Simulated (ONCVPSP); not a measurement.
## u(r) = r·R(r): atom against pseudo-atom (oxygen)

Columns: radius, all-electron u(r) and pseudo u(r) of the 2p shell (level -9.20 eV) of oxygen in the configuration [He] 2s2 2p4; LDA (Perdew-Zunger), scalar-relativistic, ONCV scheme, ONCVPSP 4.0.1.

```
r (bohr)  all-electron  pseudo
   0.070        0.0569  0.0237
   0.140        0.1761  0.0915
   0.210        0.3115  0.1947
   0.280        0.4405  0.3208
   0.350        0.5532  0.4552
   0.420        0.6459  0.5842
   0.490        0.7184  0.6962
   0.560        0.7721  0.7836
   0.630        0.8091  0.8433
   0.700        0.8317  0.8764
   0.770        0.8425  0.8872
   0.840        0.8435  0.8811
   0.910        0.8369  0.8637
   0.980        0.8241  0.8402
   1.050        0.8067  0.8143
   1.120        0.7858  0.7883
   1.190        0.7624  0.7628
   1.260        0.7373  0.7372
   1.330        0.7109  0.7109
   1.400        0.6839  0.6839
   1.470        0.6566  0.6566
   1.540        0.6293  0.6293
   1.610        0.6023  0.6023
   1.680        0.5757  0.5757
   1.750        0.5497  0.5496
   1.820        0.5243  0.5243
```

How many radial nodes do the two functions have?

The all-electron 2p function has n − l − 1 = 0; the pseudo-wave has 0.

At about which radius was the pseudo-wave matched?

1.30 bohr. The columns agree to 0.0005 from 1.19 bohr on; several derivatives are matched, so the curves merge somewhat inside the radius.

Is the pseudo-wave norm-conserving?

Yes: the ONCV scheme keeps the norm inside the radius equal to the all-electron one, which fixes the energy derivative of the logarithmic derivative at the level.
